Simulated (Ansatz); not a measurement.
Cost and result for the atomization energy of C3H4AlF, SMILES `FC[C]1=[CH][AlH]1` (9 atoms, 9 bonds).

```xyz
9

F     0.115   -1.322    1.918
C     0.241   -0.066    1.351
C    -0.033   -0.083   -0.098
C    -0.020    0.939   -1.009
Al   -0.458   -0.668   -1.809
H     1.262    0.283    1.546
H    -0.458    0.602    1.868
H     0.203    1.990   -0.825
H    -0.852   -1.676   -2.943
```

Total charge 0; spin multiplicity 1. Geometry: relaxed with PBE0-D4/def2-TZVP. It is one conformer, not always the lowest. Program: Ansatz. All runs use 2 threads of an Intel Xeon on a shared host. Times are those of one run each, without the atoms' runs, and a repeat can differ threefold. Electronic energies, without spin–orbit coupling; frozen cores. CCSD(T)/CBS adds CCSD(T) − MP2 in def2-TZVPP to the MP2 limit, and its time is that of the two runs behind it. T1 = 0.013. B3LYP takes the VWN-RPA correlation (the form of Gaussian; ORCA's B3LYP/G). HSE06 is the plane-wave form, built on full-range PBE exchange.

CCSD(T)/CBS is a level of theory with its own doubt, some kJ/mol a heavy atom from the limit and from the frozen cores, so smaller differences don't rank the functionals.

```csv
level,functions,wall time,atomization (kJ/mol),difference from CCSD(T)/CBS,per bond
LDA (SPW92)/def2-TZVPP,222,3 s,3963.1,555.5,61.7
PBE0-D4/def2-TZVPP,222,6 s,3440.5,32.9,3.7
HSE06-D4/def2-TZVPP,222,6 s,3443.7,36.1,4.0
BHLYP-D4/def2-TZVPP,222,7 s,3286.6,-121.0,-13.4
CAM-B3LYP-D4/def2-TZVPP,222,7.5 s,3422.5,14.9,1.7
r2SCAN-D4/def2-TZVPP (with forces),222,8 s,3438.0,30.4,3.4
r2SCANh-D4/def2-TZVPP,222,9.5 s,3410.4,2.8,0.3
CCSD(T)/def2-SVP,94,10 s,3250.3,-157.3,-17.5
B3LYP-D4/def2-TZVPP (with forces),222,11 s,3403.6,-4.0,-0.4
ωB97X-V/def2-TZVPP,222,15 s,3421.5,13.9,1.5
MP2/def2-QZVPP,418,48 s,3461.9,54.3,6.0
CCSD(T)/def2-TZVPP,222,2.9 min,3316.0,-91.6,-10.2
CCSD(T)/CBS(def2),–,3.6 min,3407.6,0.0,0.0
```

From r2SCAN to r2SCAN0 (25 % exact exchange), in def2-TZVPP and without D4, the atomization energy moves by −67.7 kJ/mol: exact exchange takes away binding that semilocal exchange gives to molecules. In def2-TZVPP, CCSD(T) changes the Hartree–Fock value by +862.8 kJ/mol (the triples alone add +63.8 kJ/mol) and MP2 by +954.5 kJ/mol; breaking electron pairs costs correlation energy, which Hartree–Fock lacks. At CCSD(T), def2-SVP lies −157.3 kJ/mol from the extrapolated value and def2-TZVPP −91.5 kJ/mol: correlation converges slowly with the basis, and small sets miss more of it in the bonded molecule than in its fragments.
